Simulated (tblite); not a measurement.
Species: C7H5NS.
SMILES with atom numbers: `[cH:1]1[cH:2][c:3]2[cH:4][cH:5][s:6][c:7]2[cH:8][n:9]1` (hydrogens: H10 on C1; H11 on C2; H12 on C4; H13 on C5; H14 on C8)

Computed with GFN2-xTB (tblite), gas phase: Langevin dynamics at 600 K from the optimised GFN2-xTB geometry, time step 0.5 fs, friction 0.01 fs⁻¹, 2000 steps.

Start geometry:
```
atom  x, y, z in Å
C1     -2.087   -0.624   -0.100
C2     -0.849   -1.213   -0.252
C3      0.278   -0.403   -0.096
C4      1.666   -0.718   -0.188
C5      2.451    0.358    0.034
S6      1.575    1.813    0.365
C7      0.068    0.959    0.205
C8     -1.226    1.445    0.334
N9     -2.272    0.664    0.185
H10    -2.995   -1.202   -0.207
H11    -0.747   -2.262   -0.483
H12     2.037   -1.702   -0.409
H13     3.523    0.401    0.026
H14    -1.422    2.484    0.564
```

The statistics below take the 31 frames saved every 25 fs from 250 to 1000 fs; their kinetic temperature (all 3N coordinates) averages 633 K.

Q: Give the mean, spread and extremes of the bond lengths.

A: 
| bond | start (Å) | mean (Å) | standard deviation (Å) | shortest (Å) | longest (Å) |
| --- | --- | --- | --- | --- | --- |
| C1–C2 | 1.379 | 1.404 | 0.036 | 1.354 | 1.485 |
| C2–C3 | 1.397 | 1.410 | 0.038 | 1.346 | 1.500 |
| C3–C4 | 1.425 | 1.428 | 0.035 | 1.363 | 1.485 |
| C4–C5 | 1.350 | 1.350 | 0.029 | 1.304 | 1.414 |
| C5–S6 | 1.731 | 1.746 | 0.059 | 1.649 | 1.883 |
| S6–C7 | 1.739 | 1.756 | 0.062 | 1.662 | 1.888 |
| C7–C8 | 1.389 | 1.388 | 0.032 | 1.325 | 1.441 |
| C8–N9 | 1.314 | 1.316 | 0.030 | 1.267 | 1.384 |
| C1–N9 | 1.332 | 1.345 | 0.041 | 1.269 | 1.411 |
| C3–C7 | 1.411 | 1.408 | 0.035 | 1.341 | 1.471 |
| C1–H10 | 1.081 | 1.090 | 0.032 | 1.020 | 1.165 |
| C2–H11 | 1.079 | 1.093 | 0.046 | 1.012 | 1.177 |
| C4–H12 | 1.075 | 1.084 | 0.048 | 0.984 | 1.202 |
| C5–H13 | 1.073 | 1.077 | 0.032 | 1.009 | 1.140 |
| C8–H14 | 1.081 | 1.097 | 0.041 | 1.028 | 1.199 |

Q: Give the same statistics for bond angles, one of each kind among heavy atoms.

A: 
| angle | start (°) | mean (°) | standard deviation (°) | smallest (°) | largest (°) |
| --- | --- | --- | --- | --- | --- |
| C2–C1–N9 | 124.2 | 123.2 | 4.0 | 115.5 | 131.2 |
| C1–C2–C3 | 117.7 | 117.0 | 3.7 | 110.5 | 126.4 |
| C2–C3–C4 | 130.6 | 129.7 | 4.7 | 121.1 | 141.9 |
| C2–C3–C7 | 117.6 | 116.8 | 3.8 | 107.2 | 123.3 |
| C4–C3–C7 | 111.8 | 112.4 | 3.8 | 105.5 | 121.4 |
| C3–C4–C5 | 112.3 | 112.1 | 4.2 | 103.9 | 121.0 |
| C4–C5–S6 | 114.0 | 113.8 | 4.0 | 105.7 | 120.5 |
| C5–S6–C7 | 90.5 | 90.0 | 2.4 | 84.7 | 94.7 |
| S6–C7–C8 | 128.8 | 127.7 | 4.3 | 120.0 | 137.0 |
| C3–C7–S6 | 111.4 | 110.7 | 2.8 | 104.9 | 116.8 |
| C3–C7–C8 | 119.8 | 120.7 | 4.1 | 111.1 | 126.9 |
| C7–C8–N9 | 121.5 | 120.9 | 4.3 | 111.4 | 128.3 |
| C1–N9–C8 | 119.2 | 119.4 | 3.8 | 109.5 | 128.2 |

Q: How far does each atom move about its mean position (frames aligned on the start, all atoms weighted alike), and what rms force does it feel?

A: 
| atom | rms displacement (Å) | rms force (eV/Å) |
| --- | --- | --- |
| C1 | 0.11 | 2.60 |
| C2 | 0.12 | 2.58 |
| C3 | 0.14 | 2.90 |
| C4 | 0.10 | 2.63 |
| C5 | 0.10 | 2.33 |
| S6 | 0.16 | 1.94 |
| C7 | 0.14 | 2.30 |
| C8 | 0.10 | 2.62 |
| N9 | 0.14 | 2.34 |
| H10 | 0.21 | 1.14 |
| H11 | 0.23 | 1.62 |
| H12 | 0.21 | 1.77 |
| H13 | 0.23 | 1.26 |
| H14 | 0.21 | 1.42 |

The displacements run from 0.10 to 0.23 Å.

Q: How widely does the potential energy scatter, against a harmonic estimate?

A: Mean 1.03 eV above the start, standard deviation 0.217 eV, range 0.63 to 1.49 eV. For 36 classical harmonic modes at 600 K the canonical values are 36kT/2 = 0.93 eV and kT·√(36/2) = 0.219 eV.

The run is classical and short, so these are rough statistics of one trajectory.

The cost below is that of the whole dynamics run. Hardware: one thread, AMD EPYC 7B13 (x86_64) (shared host). Cost: 15 s wall, 0.18 GiB resident at most.
